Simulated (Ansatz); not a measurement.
`O[SiH2][AlH][Cl]` and `O[CH2][AlH][Cl]` differ in one element.

Ansatz, PBE0-D4/def2-TZVP geometries, multiplicity 1. Each molecule was computed in one conformer, which needn't be the lowest.

| property | `O[SiH2][AlH][Cl]` |
| --- | --- |
| LUMO energy (B3LYP/def2-TZVPP) / eV | -2.23 |
| size of the dipole moment (B3LYP/def2-TZVPP) / D | 1.19 |
| HOMO–LUMO gap (B3LYP/def2-TZVPP) / eV | 5.19 |
| ideal-gas entropy at 298 K and 1 bar (rigid rotor, harmonic PBE0-D4/def2-TZVP) / J/(mol·K) | 367 |
| LUMO energy (PBE/def2-TZVPP) / eV | -2.79 |
| HOMO energy (B3LYP/def2-TZVPP) / eV | -7.42 |

(1) What does the change do to each property? (Best estimate.)

Results:

(1) The calculation gave: 
```csv
property,`O[CH2][AlH][Cl]`,shift
LUMO energy (B3LYP/def2-TZVPP) / eV,-1.63,0.60
size of the dipole moment (B3LYP/def2-TZVPP) / D,1.71,0.52
HOMO–LUMO gap (B3LYP/def2-TZVPP) / eV,5.81,0.62
"ideal-gas entropy at 298 K and 1 bar (rigid rotor, harmonic PBE0-D4/def2-TZVP) / J/(mol·K)",338,-29
LUMO energy (PBE/def2-TZVPP) / eV,-2.17,0.62
HOMO energy (B3LYP/def2-TZVPP) / eV,-7.44,-0.02
```

With PBE0 the HOMO falls by 0.06 eV and the LUMO rises by 0.65 eV, so the gap widens by about 0.71 eV. PBE moves the HOMO by 0.30 eV and ωB97M-V by -0.37 eV. Dipoles are sizes alone; their direction can turn. Modes under 60 cm⁻¹, often nearly free rotors, make the harmonic entropy too high.

B3LYP here is the variant with VWN-RPA as its local correlation; programs differ in this.
